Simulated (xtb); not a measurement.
xtb input (GFN1-xTB):

```bash
xtb mol.xyz --gfn 1 --opt tight --chrg 0 --uhf 0
```
mol.xyz:
```
15

B     -0.01049030    -0.01858023    -0.00215015
C      0.30878618     1.51744915     0.18510642
O     -1.26763648    -0.54728946    -0.04670678
C     -2.44406678     0.23117027     0.07140545
O      0.97490848    -0.95548907    -0.13683678
C      2.34994507    -0.62131328    -0.11874164
H      0.89505680     1.89597293    -0.65771256
H     -0.57477434     2.14722632     0.27947724
H      0.92510562     1.67851801     1.07479428
H     -3.29328020    -0.44713334     0.00099730
H     -2.48917882     0.74891589     1.03319229
H     -2.51976907     0.97028895    -0.73053113
H      2.91459916    -1.54402723    -0.24434916
H      2.60898232     0.06136030    -0.93282634
H      2.63954722    -0.15982936     0.82943587
```

Output:

```
           -------------------------------------------------
          |                Calculation Setup                |
           -------------------------------------------------

           -------------------------------------------------
          |                 G F N 1 - x T B                 |
           -------------------------------------------------

        Reference                      10.1021/acs.jctc.7b00118
      * Hamiltonian:
        H0-scaling (s, p, d)           1.850000    2.250000    2.000000
        zeta-weighting                 0.000000
      * Dispersion:
        s8                             2.400000
        a1                             0.630000
        a2                             5.000000
        s9                             0.000000
      * Repulsion:
        kExp                           1.500000
        rExp                           1.000000
      * Coulomb:
        alpha                          2.000000
        third order                    atomic
        anisotropic                    false
      * Halogen bond correction:
        rad-scale                      1.300000
        damping                        0.440000

          ...................................................
          :                      SETUP                      :
          :.................................................:
          :  # basis functions                  42          :
          :  # atomic orbitals                  42          :
          :  # shells                           30          :
          :  # electrons                        36          :
          :  # halogen bonds                     0          :
          :  max. iterations                   250          :
          :  Hamiltonian                  GFN1-xTB          :
          :  restarted?                      false          :
          :  GBSA solvation                  false          :
          :  PC potential                    false          :
          :  electronic temp.          300.0000000     K    :
          :  accuracy                    1.0000000          :
          :  -> integral cutoff          0.2500000E+02      :
          :  -> integral neglect         0.1000000E-07      :
          :  -> SCF convergence          0.1000000E-05 Eh   :
          :  -> wf. convergence          0.2000000E-04 e    :
          :  Broyden damping             0.4000000          :
          :  net charge                          0          :
          :  unpaired electrons                  0          :
          ...................................................

 iter      E             dE          RMSdq      gap      omega  full diag
   1    -22.2018784 -0.222019E+02  0.796E+00    7.80       0.0  T
   2    -22.3087358 -0.106857E+00  0.462E+00    7.77       1.0  T
   3    -22.3093119 -0.576022E-03  0.126E+00    7.13       1.0  T
   4    -22.3117319 -0.242007E-02  0.409E-01    7.66       1.0  T
   5    -22.3140335 -0.230154E-02  0.449E-02    7.47       1.0  T
   6    -22.3140515 -0.180548E-04  0.140E-02    7.46       1.8  T
   7    -22.3140531 -0.157697E-05  0.945E-04    7.45      27.3  T
[...]
        23                         -0.0819250              -2.2293
        24                         -0.0779740              -2.1218
        25                         -0.0742579              -2.0207
        26                         -0.0649450              -1.7672
        27                         -0.0415259              -1.1300
        28                         -0.0342084              -0.9309
        29                          0.0581960               1.5836
       ...                                ...                  ...
        42                          0.5973031              16.2534
      -------------------------------------------------------------
                  HL-Gap            0.2694450 Eh            7.3320 eV
             Fermi-level           -0.3042105 Eh           -8.2780 eV

  Mulliken/CM5 charges         n(s)   n(p)   n(d)
     1B     0.55219  0.38848   0.833  1.615  0.000
     2C    -0.22348 -0.30714   1.033  3.191  0.000
     3O    -0.45952 -0.48915   1.654  4.806  0.000
     4C     0.17597  0.06294   0.966  2.858  0.000
     5O    -0.46079 -0.49089   1.656  4.805  0.000
     6C     0.17571  0.06302   0.966  2.858  0.000
     7H     0.03857  0.09658   0.961  0.000  0.000
     8H     0.03121  0.08966   0.969  0.000  0.000
     9H     0.03857  0.09658   0.961  0.000  0.000
    10H     0.03055  0.09031   0.969  0.000  0.000
    11H     0.01793  0.07756   0.982  0.000  0.000
    12H     0.01793  0.07756   0.982  0.000  0.000
    13H     0.03020  0.08997   0.970  0.000  0.000
    14H     0.01748  0.07726   0.983  0.000  0.000
    15H     0.01748  0.07726   0.983  0.000  0.000

Wiberg/Mayer (AO) data.
largest (>0.10) Wiberg bond orders for each atom

 ---------------------------------------------------------------------------
     #   Z sym  total        # sym  WBO       # sym  WBO       # sym  WBO
 ---------------------------------------------------------------------------
     1   5 B    3.251 --     3 O    1.104     5 O    1.100     2 C    0.972
     2   6 C    3.968 --     8 H    0.985     9 H    0.973     7 H    0.973
                             1 B    0.972
     3   8 O    2.180 --     1 B    1.104     4 C    0.947
     4   6 C    3.917 --    10 H    0.985    12 H    0.982    11 H    0.982
                             3 O    0.947
     5   8 O    2.177 --     1 B    1.100     6 C    0.949
     6   6 C    3.918 --    13 H    0.985    14 H    0.982    15 H    0.982
                             5 O    0.949
     7   1 H    1.001 --     2 C    0.973
     8   1 H    1.001 --     2 C    0.985
     9   1 H    1.001 --     2 C    0.973
    10   1 H    1.018 --     4 C    0.985
    11   1 H    1.011 --     4 C    0.982
    12   1 H    1.011 --     4 C    0.982
    13   1 H    1.018 --     6 C    0.985
    14   1 H    1.010 --     6 C    0.982
    15   1 H    1.010 --     6 C    0.982
 ---------------------------------------------------------------------------

Topologies differ in total number of bonds
Writing topology from bond orders to xtbtopo.mol

 dipole moment from electron density (au)
     X       Y       Z
   0.2124   1.0783   0.1317  total (Debye):    2.813

           -------------------------------------------------
          |                Geometry Summary                 |
           -------------------------------------------------

      molecular mass/u    :       87.9135123
   center of mass at/Å    :       -0.0085737      -0.0461070      -0.0056384
  moments of inertia/u·Å² :        0.6872076E+02   0.2415670E+03   0.3007711E+03
rotational constants/cm⁻¹ :        0.2453063E+00   0.6978449E-01   0.5604805E-01
Note: The following floating-point exceptions are signalling: IEEE_DENORMAL
normal termination of xtb

 * 14 selected distances

     #   Z          #   Z                                           value/Å
     1   5 B        2   6 C                                       1.5859511 (max)
     1   5 B        3   8 O                                       1.3696500
     3   8 O        4   6 C                                       1.4077917
     1   5 B        5   8 O                                       1.3720267
     5   8 O        6   6 C                                       1.4076291
     2   6 C        7   1 H                                       1.0906122
     2   6 C        8   1 H                                       1.0883307 (min)
     2   6 C        9   1 H                                       1.0906122
     4   6 C       10   1 H                                       1.0937611
     4   6 C       11   1 H                                       1.0974999
     4   6 C       12   1 H                                       1.0974999
     6   6 C       13   1 H                                       1.0935752
     6   6 C       14   1 H                                       1.0977615
     6   6 C       15   1 H                                       1.0977615

 * 4 distinct bonds (by element types)

   Z      Z             #   av. dist./Å        max./Å        min./Å
   1 H    6 C           9     1.0941571     1.0977615     1.0883307
   5 B    6 C           1     1.5859511     1.5859511     1.5859511
   5 B    8 O           2     1.3708383     1.3720267     1.3696500
   6 C    8 O           2     1.4077104     1.4077917     1.4076291

optimized geometry written to: xtbopt.xyz

           -------------------------------------------------
          | TOTAL ENERGY              -22.103518416602 Eh   |
          | GRADIENT NORM               0.000053490646 Eh/α |
          | HOMO-LUMO GAP               7.331970354658 eV   |
           -------------------------------------------------

------------------------------------------------------------------------
------------------------------------------------------------------------
 total:
 SCF:
 ANC optimizer:
```
